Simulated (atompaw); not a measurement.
**Cr (Z = 24): one change to a PAW (atompaw) potential, before and after**

* Element: Cr
* Generator: atompaw 4.2.0.5
* Type: PAW
* Functional: PBE
* Relativity: non-relativistic
* Frozen core: [Ar]
* Valence charge: 6
* Reference configuration: 3d5 4s0 4p1
* Partial waves: 4s (bound, empty): rc 2.40 bohr; 4s channel at 1.1 Ry: rc 3.00 bohr; 4p (bound): rc 3.00 bohr; 4p channel at 1.65 Ry: rc 3.00 bohr; 3d (bound): rc 1.95 bohr; 3d channel at 2.45 Ry: rc 1.95 bohr
* Local potential: bessel scheme, radius 2.10 bohr
* Core correction: smooth core density matched at 1.95 bohr
* Augmentation charge: gaussian compensation charge, radius 2.90 bohr; PAW radius 3.00 bohr; waves and projectors: custom polynom2 7 10 vanderbiltortho

Change: local potential bessel scheme, radius 2.74 bohr.

Cutoffs: the cutoffs (Ry, on a coarse ladder) from which the occupation-weighted sum of valence levels, in a spherical-Bessel basis at the reference potential, stays within 10 and 1 mRy of its value at 400 Ry; they do not see the model core or the augmentation charge, which bear on the density cutoff.

Question: What does the change do?

Answer: The potential gets neither clearly harder nor softer (21 Ry and 30 Ry → 21 Ry and 30 Ry); the range in which the d phases agree narrows (upper end 4.9 → 0.8); neither file shows a bound ghost.

| quantity | base | changed |
| --- | --- | --- |
| cutoff, loose | 21 Ry | 21 Ry |
| cutoff, tight | 30 Ry | 30 Ry |
| bound ghosts | none | none |
| s: phases at 3.01 bohr within 0.05 rad from the reference energy up to (Ry; the scan ends near 5) | 2.5 | 2.6 |
| p: phases at 3.01 bohr within 0.05 rad from the reference energy up to (Ry; the scan ends near 5) | 3.6 | 3.8 |
| d: phases at 3.01 bohr within 0.05 rad from the reference energy up to (Ry; the scan ends near 5) | 4.9 | 0.8 |
| lowest overlap eigenvalue by channel | s 0.91, p 0.91, d 0.92 | s 0.91, p 0.91, d 0.97 |

 The cutoffs see the waves, projectors and local potential, not the compensation charge or the core.
